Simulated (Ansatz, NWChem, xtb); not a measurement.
Ligand exchange: InH2(NH2) + C2H4Si → SiH3(InH2) + C2H3N

Gas-phase species: InH2(NH2), singlet; C2H4Si (ethynylsilane) `C#C[SiH3]`, singlet; SiH3(InH2), singlet; C2H3N `C#CN`, singlet. The partners trade NH2 for SiH3: In–NH2 and C–SiH3 bonds give way to In–SiH3 and C–NH2.

Shapes, held fixed at every level: PBE0-D4/def2-TZVP. Programs: Ansatz 0.2.0, xtb 6.7.1. Electronic energies: no zero-point or thermal term.

(1) Estimate ΔE of this reaction.

Results:

(1) The highest level, CCSD(T)/def2-TZVPP, gives ΔE = +90.9 kJ/mol; the levels span +26.9 to +90.9. GFN1-xTB strays far from the other rows. The column of differences is taken from that level and isn't an error. No measured value is set beside it here. For atoms past krypton def2 sets carry core potentials with scalar relativity. Outer-core shells of In are correlated, in sets that cover them unevenly. CCSD(T)/def2-TZVPP lies outside the range of the other correlated levels here, so it shouldn't be taken on trust.

| level | kind | ΔE (kJ/mol) | less CCSD(T)/def2-TZVPP |
| --- | --- | --- | --- |
| GFN1-xTB | semi-empirical | +26.9 | -64.0 |
| B3LYP-D4/def2-TZVPP | global hybrid | +74.7 | -16.2 |
| BHLYP-D4/def2-TZVPP | global hybrid | +76.0 | -14.9 |
| wB97M-V/def2-TZVPP | range-separated hybrid | +79.5 | -11.4 |
| wB97X-V/def2-TZVPP | range-separated hybrid | +76.7 | -14.2 |
| MP2/def2-SVP | perturbation theory | +76.4 | -14.5 |
| CCSD(T)/def2-SVP | coupled cluster or CI | +67.8 | -23.1 |
| CCSD(T)/def2-TZVPP | coupled cluster or CI | +90.9 | 0.0 |
